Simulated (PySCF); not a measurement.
A side-by-side comparison of computed properties.

First species: C5H16N2Si2.
SMILES: `CC[C@@H]1C[Si@H](NC)N[SiH2]1`

Second species: C5H16N2Si2.
Geometry (PBE0-D3(BJ)/def2-SVP, Å), atoms numbered from 1 in this order:
```
atom  x, y, z in Å
C1    -0.0713   -1.1121   -1.9775
N2     0.3141    0.1652   -1.4280
C3     1.7098    0.2889   -1.0683
C4     2.0987   -0.3900    0.2273
C5     1.9214    0.3380    1.5274
C6     3.2992    0.0836    0.9860
Si7   -0.8928    1.1787   -0.6998
N8    -1.5903    0.6379    0.8064
Si9   -3.1040   -0.1662    1.0888
H10    0.5656   -1.3741   -2.8419
H11   -1.1117   -1.0737   -2.3380
H12   -0.0087   -1.9498   -1.2545
H13    1.9671    1.3601   -0.9919
H14    2.3263   -0.1159   -1.8932
H15    1.9067   -1.4683    0.2539
H16    1.5491    1.3678    1.4905
H17    1.5950   -0.2276    2.4044
H18    3.9301   -0.6541    1.4882
H19    3.8501    0.9378    0.5805
H20   -2.0432    1.2687   -1.6448
H21   -0.2127    2.4890   -0.4766
H22   -0.9721    0.7114    1.6116
H23   -2.9114   -1.5114    1.7205
H24   -3.7741   -0.3405   -0.2340
H25   -4.0155    0.6078    1.9910
```

Levels: PBE0/def2-SVPD for HOMO energy, LUMO energy, HOMO–LUMO gap and static isotropic polarisability; TDDFT PBE0/def2-SVPD for lowest singlet excitation; TDA PBE0/def2-SVPD for lowest triplet excitation (Tamm–Dancoff); ΔSCF PBE0/def2-SVPD for vertical ionisation energy. Geometries: PBE0-D3(BJ)/def2-SVP. All species are isolated and taken at one optimised geometry, non-relativistic unless stated. Electronic properties by PySCF.

Dipoles, sizes and rotational constants follow the conformer. The torsions of the flexible species, by atom-mapped SMILES:
- `[CH3:1][N:2]([CH2:3][CH:4]1[CH2:5][CH2:6]1)[SiH2:7][NH:8][SiH3:9]`: C1–N2–C3–C4 -77°, N2–C3–C4–C5 -85°, C1–N2–Si7–N8 69°, N2–Si7–N8–Si9 -100°

The conformers of `CC[C@@H]1C[Si@H](NC)N[SiH2]1` aren't listed.

Values for the first species:

| Item | Value |
| --- | --- |
| HOMO energy | -6.51 eV |
| LUMO energy | 0.48 eV |
| HOMO–LUMO gap | 6.99 eV |
| Lowest singlet excitation | 5.89 eV |
| Lowest triplet excitation (Tamm–Dancoff) | 5.69 eV |
| Static isotropic polarisability | 126.9 au |
| Vertical ionisation energy | 8.18 eV |

Q: Estimate the same properties for the second species, and the change in each.

A: 
```json
{"property": "HOMO energy", "first": "-6.51 eV", "second": "-6.36 eV", "second less first": "+0.15 eV"}
{"property": "LUMO energy", "first": "0.48 eV", "second": "0.20 eV", "second less first": "-0.28 eV"}
{"property": "HOMO–LUMO gap", "first": "6.99 eV", "second": "6.56 eV", "second less first": "-0.43 eV"}
{"property": "lowest singlet excitation", "first": "5.89 eV", "second": "5.61 eV", "second less first": "-0.28 eV"}
{"property": "lowest triplet excitation (Tamm–Dancoff)", "first": "5.69 eV", "second": "5.38 eV", "second less first": "-0.31 eV"}
{"property": "static isotropic polarisability", "first": "126.9 au", "second": "127.0 au", "second less first": "+0.1 au"}
{"property": "vertical ionisation energy", "first": "8.18 eV", "second": "7.99 eV", "second less first": "-0.19 eV"}
```

On the first: No computed singlet falls in the visible range (750 to 380 nm, 1.65 to 3.26 eV); S1 lies 2.63 eV above its blue end. The polarisability is 18.81 Å³ as a volume (1 au = 0.148185 Å³), or 1.44 au for each of the 88 electrons.

On the second: The vertical singlet–triplet gap S1 − T1 is 0.23 eV (TDDFT singlet less Tamm–Dancoff triplet; S1: HOMO→LUMO, weight 0.95; T1: HOMO→LUMO, weight 0.90). The principal polarisabilities are 113.8, 123.4 and 144.0 au; their mean is the isotropic value.
